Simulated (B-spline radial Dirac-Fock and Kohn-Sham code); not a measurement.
**How the settings move the core levels of Ru⁶⁺**

ΔSCF core binding energies without Breit or QED terms, calculated with a radial atomic solver. Keys: rel is the Hamiltonian (dirac, or spin-free x2c and nr, where L3 and M5 stand for the whole 2p and 3d shells), method is hf or an exchange,correlation pair (spin-unpolarised, also for the hole states), nuc the nuclear model, radius_factor scales its radius, rmax is the box in bohr, h the logarithmic mesh step, order the B-spline order, points the quadrature points per cell, c_factor scales the speed of light, and damp, ndamp, maxit and tol steer the iteration. The run stops when the commutator error falls below 10·tol·max(1, Z/10), or the numerical noise floor, and the energy has settled to about 1e-8 Ha; the virial ratio is −V/T.

Base input:

```json
{"items": [{"Z": 44, "q": 6, "cfg": [[1, 0, 2], [2, 0, 2], [2, 1, 6], [3, 0, 2], [3, 1, 6], [3, 2, 10], [4, 0, 2], [4, 1, 6], [4, 2, 2]], "A": 102, "rrms": 4.4809, "do": "settings", "holes": ["K", "L3", "M5"],
  "settings": [{"rel": "dirac", "method": "hf", "nuc": "fermi", "radius_factor": 1.0, "rmax": 45.0, "h": 0.3, "order": 8, "points": 10, "c_factor": 1.0, "maxit": 60, "damp": 0.5, "ndamp": 3, "tol": 1e-08}]}]}
```

The ground state converged in 9 iterations, with total energy -4520.94048 Ha, virial ratio 1.96069 and highest orbital energy -92.12 eV. ΔSCF binding energies: K (1s) 22287.9 eV, L3 (2p3/2) 2951.9 eV, M5 (3d5/2) 385.8 eV.

Changes from the base run:

```csv
changed setting,Δ total energy (Ha),Δ K (eV),Δ L3 (eV),Δ M5 (eV),iterations
"method = "rpbe,pbe"; rmax = 30.0; order = 9",?,?,?,?,?
h = 0.4; order = 9; damp = 0.0,+0.00098,0.00,0.00,0.00,8
"method = "rpbe,pbe"",-2.15976,+24.04,-14.67,-0.76,9
rmax = 30.0,0.00000,0.00,0.00,0.00,9
h = 0.4,+0.00135,+0.01,+0.01,+0.01,9
order = 9,0.00000,0.00,0.00,0.00,9
nuc = "gauss",-0.00019,0.00,0.00,0.00,9
```

Question: What does the change method = "rpbe,pbe"; rmax = 30.0; order = 9 do?

Answer: The total energy moves by -2.15980 Ha and the binding energies by K +24.04 eV, L3 -14.67 eV, M5 -0.76 eV; the run takes 10 iterations.
